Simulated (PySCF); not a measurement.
C3H11NOSi3.
Geometry (PBE0-D3(BJ)/def2-SVP, Å), atoms numbered from 1 in this order:
```
atom  x, y, z in Å
C1     0.1088    1.9226   -0.1985
C2     0.0314    0.9164   -1.3435
Si3   -0.0775   -0.8806   -0.8167
O4    -1.4960   -1.2327   -0.0208
Si5   -2.6361   -0.6853    1.0517
Si6    1.6888   -1.3382    0.6772
C7     3.1987   -0.5417   -0.0686
N8     4.0852   -0.0055   -0.5916
H9     1.0027    1.7602    0.4252
H10    0.1620    2.9562   -0.5731
H11   -0.7701    1.8646    0.4637
H12    0.9239    0.9965   -1.9901
H13   -0.8339    1.1263   -1.9972
H14    0.0271   -1.7862   -1.9977
H15   -1.9895   -0.3421    2.3554
H16   -3.6408   -1.7641    1.2604
H17   -3.3122    0.5335    0.5134
H18    1.9984   -2.7859    0.8550
H19    1.4985   -0.7048    2.0156
```

Method used: TDDFT CAM-B3LYP/def2-SVPD, vertical, gas phase, core orbitals frozen in the response (PySCF).

Ground-to-excited transition dipoles (e·a0, same axes as the geometry; the sign carries no meaning), for the states with f of 0.002 or more among the lowest 7:

```tsv
state	E (eV)	μx	μy	μz
S1	6.237	0.310	0.021	-0.281
S2	6.540	-0.126	-0.347	0.016
S3	7.033	-0.508	-0.046	-0.156
S4	7.085	-0.406	-0.038	-0.223
S5	7.163	0.325	-0.256	0.073
S6	7.295	-0.400	0.329	-0.279
S7	7.481	0.382	0.002	0.279
```

Task: What oscillator strength does each state have?

Result: f = (2/3) ΔE |μ|² with ΔE in hartree (27.2114 eV).

```csv
state,|μ|² (au),|μ| (D),f
S1,0.175,1.06,0.027
S2,0.137,0.94,0.022
S3,0.285,1.36,0.049
S4,0.216,1.18,0.037
S5,0.177,1.07,0.031
S6,0.346,1.50,0.062
S7,0.224,1.20,0.041
```

Task: Which bond between heavy atoms lies closest to the direction of the S6 transition dipole?

Result: Si3–Si6, at 23° from it; next C2–Si3 at 51°.

Task: What angle do the transition dipoles of S3 and S7 make?

Result: |cos θ| = |μa·μb| / (|μa| |μb|) = 0.94, so θ ≈ 20° (taken between 0 and 90°, since the signs are arbitrary).

The vertical ionisation energy (ΔSCF) is 9.92 eV, 2.44 eV above S7.

One conformer stands for the species.
